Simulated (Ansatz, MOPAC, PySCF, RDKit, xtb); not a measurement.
Noncovalent pair: aminoborane (SMILES BN) (first 6 atoms) with aminoborane (SMILES BN); geometry from B3LYP-D3(BJ)/def2-TZVP, rigid monomers moved along the line of their centres of mass till H5···N8 is 2.81 Å.
(charge 0, multiplicity 1):
```xyz
12

B     -0.78388     0.35518    -0.29068
N      0.43003    -0.19948     0.07792
H     -1.08857     0.40513    -1.44203
H     -1.50936     0.78107     0.56006
H      0.73146    -0.26955     1.03819
H      1.08552    -0.57989    -0.58495
B      0.25964    -0.71776     4.36736
N     -0.00262     0.44495     3.65367
H     -0.45141    -1.66218     4.21351
H      1.19925    -0.74645     5.10132
H      0.54032     1.28763     3.75396
H     -0.79253     0.55470     3.03607
```

| level | interaction energy (meV) | cost |
|---|---|---|
| UFF | -40.0 | - |
| GFN-FF | -71.8 | - |
| AM1 | -24.3 | - |
| HF/STO-3G (no counterpoise) | -31.5 | - |
| HF/6-31G* | -47.5 | - |
| r2SCAN-D3(BJ)/def2-TZVPPD | -102.8 | ×2 |
| B3LYP/3-21G (no counterpoise) | -140.9 | - |
| B3LYP/6-311+G** (no counterpoise) | -55.7 | - |
| B3LYP-D3(BJ)/def2-TZVPPD | -105.0 | ×1 |
| B3LYP-D4/def2-TZVPPD | -100.8 | ×1 |
| PBE0-D3(BJ)/def2-TZVPPD | -109.4 | ×1 |
| MP2/6-31G* | -80.4 | - |
| SCS-MP2/aug-cc-pVDZ | -77.6 | - |
| CCSD(T)/aug-cc-pVDZ | -93.3 | ×10 |

The rows run from -140.9 (B3LYP/3-21G (no counterpoise)) to -24.3 meV (AM1).

Counterpoise-corrected where a basis set is named; no monomer relaxation. Rows marked so take none. RDKit's UFF carries no charges.

Cores are frozen in the correlated methods. Rows in 3-21G, 6-311+G**, 6-31G*, STO-3G carry no dispersion term and start afresh at each structure (6-31G* with six Cartesian d functions). MP2/6-31G* freezes PySCF's default core. The state reached by AM1 isn't checked.

The values were computed with Ansatz (a first-principles code); MOPAC for AM1 (differences of heats of formation); PySCF for 3-21G rows, 6-311+G** rows, 6-31G* rows, STO-3G rows, the dispersion terms; RDKit for the force fields; xtb for the GFN methods. Values without a source in brackets are computed.

Costs are rough ratios of core time to PBE/def2-TZVPPD (about 10 s over the structures, on one shared machine); a dash marks a level with no comparable run of its own.
